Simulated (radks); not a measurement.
Question: The table gives one normalised radial function P(r) = r R(r) of Os2+ in [Xe] 4f14 5d5 6d1 (r in bohr). All-electron calculation, scalar-relativistic Kohn-Sham, BLYP, spin-polarised, spherical densities, finite nucleus; open shells are filled with parallel spins first (spin-orbit coupling, left out, can overturn this in heavy ions); Fermi nuclear charge, rms radius 5.4126 fm. Program: a radial shooting solver on a logarithmic mesh with Libxc functionals.

| r | P |
|---|---|
| 0.0007754 | 0.0000 |
| 0.001068 | 0.0000 |
| 0.001459 | 0.0000 |
| 0.002009 | 0.0000 |
| 0.002767 | 0.0000 |
| 0.00381 | 0.0000 |
| 0.005247 | 0.0000 |
| 0.007168 | 0.0000 |
| 0.009872 | 0.0001 |
| 0.01359 | 0.0003 |
| 0.01872 | 0.0010 |
| 0.02558 | 0.0030 |
| 0.03522 | 0.0090 |
| 0.04851 | 0.0255 |
| 0.0668 | 0.0672 |
| 0.09199 | 0.1618 |
| 0.1257 | 0.3414 |
| 0.1731 | 0.6387 |
| 0.2383 | 1.0079 |
| 0.3282 | 1.3042 |
| 0.4484 | 1.3551 |
| 0.6175 | 1.1231 |
| 0.8504 | 0.7349 |
| 1.171 | 0.3700 |
| 1.613 | 0.1369 |
| 2.203 | 0.0363 |
| 3.034 | 0.0057 |
| 4.178 | 0.0004 |
| 5.754 | 0.0000 |
| 7.861 | 0.0000 |
| 10.83 | 0.0000 |
| 14.91 | 0.0000 |

Which n and l does it have? It may be an empty orbital.

Answer: n = 4, l = 3: the number of nodes gives n - l - 1 = 0, the rise at small r (about r^(l+1), flatter next to the nucleus through relativity) gives l, and the extent must fit the shell. The curve is that of 4f down; the table hardly tells the two spins apart. 4f down: eigenvalue -75.585 eV, 0 radial nodes, <r> = 0.554 bohr, 90 % of the charge inside 0.903 bohr.
